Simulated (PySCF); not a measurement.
Frontier levels across methods

Species: CH2BF3O.
Atom-mapped SMILES: `[F:1][BH:2][O:3][CH:4]([F:5])[F:6]` (hydrogens: H7 on B2; H8 on C4)

Geometry (PBE0-D3(BJ)/def2-SVP, Å), atoms numbered from 1 in this order:
```
atom  x, y, z in Å
F1     1.2701   -1.0236   -0.5647
B2     1.2624    0.2202   -0.1137
O3     0.1591    0.7008    0.5100
C4    -0.9551   -0.0642    0.7417
F5    -0.8042   -0.7166    1.9009
F6    -1.9947    0.7584    0.8557
H7     2.2150    0.9340   -0.2613
H8    -1.1445   -0.7972   -0.0601
```

Basis pcSseg-2 throughout (PySCF), one geometry. Isolated species at its PBE0-D3(BJ)/def2-SVP geometry (one conformer only).

Problem. How do the orbital energies, the gap and the dipole change with the method?

Solution. 
```tsv
method	kind	HOMO (eV)	LUMO (eV)	gap (eV)	μ (D)	SCF cycles
OPBE	GGA	-8.69	-1.19	7.50	1.18	15
BLYP	GGA	-8.74	-1.34	7.40	1.26	14
PBE	GGA	-8.77	-1.43	7.35	1.23	14
B97-D	GGA	-8.83	-1.23	7.60	1.26	14
BP86	GGA	-8.89	-1.46	7.42	1.24	14
LDA	LDA	-8.92	-1.75	7.17	1.28	14
KT2	GGA	-8.94	-1.41	7.53	1.26	14
KT3	GGA	-8.98	-1.35	7.62	1.25	15
B97-2	global hybrid	-10.20	-0.40	9.80	1.35	13
B3LYP	global hybrid	-10.27	-0.71	9.57	1.37	13
PBE0	global hybrid	-10.49	-0.41	10.07	1.35	13
mPW1PW91	global hybrid	-10.53	-0.42	10.11	1.36	13
CAM-B3LYP	range-separated hybrid	-12.03	0.58	12.61	1.43	12
BHandHLYP	global hybrid	-12.18	0.49	12.67	1.50	12
wB97X-D	range-separated hybrid	-12.43	1.47	13.90	1.38	14
LC-wPBE	range-separated hybrid	-13.34	1.82	15.16	1.41	13
HF	Hartree–Fock	-14.74	2.51	17.25	1.63	10
```

The HOMO spans 6.05 eV, from OPBE down to HF, and the gap runs from 7.17 eV (LDA) to 17.25 eV (HF). Over the methods OPBE (0 %), BLYP (0 %), PBE (0 %), B97-D (0 %), BP86 (0 %), LDA (0 %), KT2 (0 %), KT3 (0 %), B97-2 (21 %), B3LYP (20 %), PBE0 (25 %), mPW1PW91 (25 %), BHandHLYP (50 %), HF (100 %), a straight line through the gap against the share of exact exchange rises by 0.99 eV for each 10 % (correlation coefficient 0.998). The dipole ranges from 1.18 D (OPBE) to 1.63 D (HF). This basis has no diffuse functions.

The vertical ΔSCF ionisation energy at PBE0/def2-SVPD is 12.96 eV; −ε(HOMO) comes closest to it with LC-wPBE (13.34 eV).
